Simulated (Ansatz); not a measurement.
Geometry optimisation, Ansatz, RKS PBE/def2-SVPD.

Input file:

```yaml
crystal:
  periodic: [false, false, false]
  atoms:
    - { symbol: Ga, position_ang: [0.0, 0.0, 0.0] }
    - { symbol: H, position_ang: [0.0, 0.0, 1.57] }
    - { symbol: Cl, position_ang: [1.9398, 0.0, -1.12] }
    - { symbol: H, position_ang: [-1.3596, 0.0, -0.785] }
basis:
  gaussian: { orbitals: def2-SVPD }
hamiltonian:
  xc: pbe
relax:
  f_tol: 0.02
  max_steps: 40
```

Command:

```bash
$ ansatz run input.yaml --threads 1 --pin off --max-ram 2048MiB --backend cpu --events-out ev --progress --plain --runs-dir out
```

Problem. Where does it end, and by what steps?

Solution. The run converged. After 3 steps the energy has fallen by 0.069 eV; Cl3 moved furthest, 0.11 Å.

```csv
step,energy less start (eV),largest force component (eV/Å),accepted
0,0.0000,0.681,yes
1,-0.0636,0.225,yes
2,-0.0681,0.077,yes
3,-0.0687,0.010,yes
```

```xyz
4
Properties=species:S:1:pos:R:3
Ga -0.050 0.000 0.029
H 0.105 0.000 1.585
Cl 1.846 0.000 -1.066
H -1.320 0.000 -0.883
```

Whether the end is a true minimum wasn't checked by a vibrational analysis.

Run time: 8.7 s on 1 thread of Arm Neoverse V1, with other jobs on the host, peak memory 0.14 GiB.
